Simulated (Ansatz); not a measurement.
Input file for C$_{2}$H$_{7}$BClGa, SMILES `[CH3][Ga]([CH3])[BH]Cl`:

```yaml
crystal:
  periodic: [false, false, false]
  atoms:
    - {symbol: C, position_ang: [-1.637402, -0.939107, -0.241836]}
    - {symbol: Ga, position_ang: [0.059893, 0.068910, -0.107408]}
    - {symbol: C, position_ang: [1.419708, -0.586183, 1.170650]}
    - {symbol: B, position_ang: [0.374256, 1.787337, -1.261674]}
    - {symbol: Cl, position_ang: [-0.122831, 3.344529, -0.621501]}
    - {symbol: H, position_ang: [-2.433027, -0.365953, 0.245199]}
    - {symbol: H, position_ang: [-1.941566, -1.084373, -1.280805]}
    - {symbol: H, position_ang: [-1.573655, -1.911802, 0.248714]}
    - {symbol: H, position_ang: [2.141321, 0.178455, 1.460528]}
    - {symbol: H, position_ang: [0.945358, -0.988864, 2.068639]}
    - {symbol: H, position_ang: [1.973723, -1.407389, 0.703008]}
    - {symbol: H, position_ang: [0.871023, 1.849340, -2.349414]}
basis:
  gaussian: {orbitals: def2-TZVPP}
correlation: {method: ccsd_t}
output: {orbitals: {seedname: orbitals}}
```

```sh
$ ansatz run in.yaml --threads 4 --pin off --events-out ev --progress --plain
```

Log, shortened:

```
Functional definition: HF
1661 factors; integrals over basis functions are off by at most 1.1e-3 eV
mean field evaluation 1: about -67679.0799 eV, gradient 3.8e1 eV
mean field evaluation 2: about -67679.2093 eV, gradient 3.8e1 eV
mean field evaluation 4: about -67683.1889 eV, gradient 4.0e0 eV
mean field evaluation 8: about -67683.2554 eV, gradient 3.4e-1 eV
mean field -67683.25609465 eV, -2487.3137841197 hartree, gradient 6.1e-6 eV, S^2 0.000000; 0 other end points of the search recorded, 0 dependent functions left out
17 core orbitals not correlated: weight in the atoms' cores, before any rotation towards them, 1.000 or more for the frozen orbitals, at most 0.000 for the correlated occupied ones
reference -67683.25609465 eV, -2487.3137841197 hartree; 19, 19 occupied and 245, 245 virtual orbitals, 1661 factors
second order -23.82515189 eV of doubles, -0.00000000 eV of singles
cycle   1  -24.40318885 eV  change   -5.8e-1 eV  update   1.1e-1
cycle   2  -25.07613427 eV  change   -6.7e-1 eV  update   3.4e-2
cycle   3  -25.19795733 eV  change   -1.2e-1 eV  update   1.7e-2
cycle   4  -25.18951580 eV  change    8.4e-3 eV  update   4.8e-3
cycle   5  -25.18731191 eV  change    2.2e-3 eV  update   2.4e-3
cycle   6  -25.18717651 eV  change    1.4e-4 eV  update   7.9e-4
cycle   7  -25.18705064 eV  change    1.3e-4 eV  update   3.5e-4
cycle   8  -25.18705967 eV  change   -9.0e-6 eV  update   9.7e-5
cycle   9  -25.18708602 eV  change   -2.6e-5 eV  update   3.7e-5
perturbative correction -1.04526553 eV, -0.0384127996 hartree
Total energy: -67709.48844620 eV, -2488.2778052581 hartree
```

Hardware: 4 threads of a server CPU on a shared host. Wall time 6.2 min, peak host memory 8 GiB.

The correlation energy is -26.232 eV, 4.0 % of it from (T); the T1 diagnostic reads 0.0123.
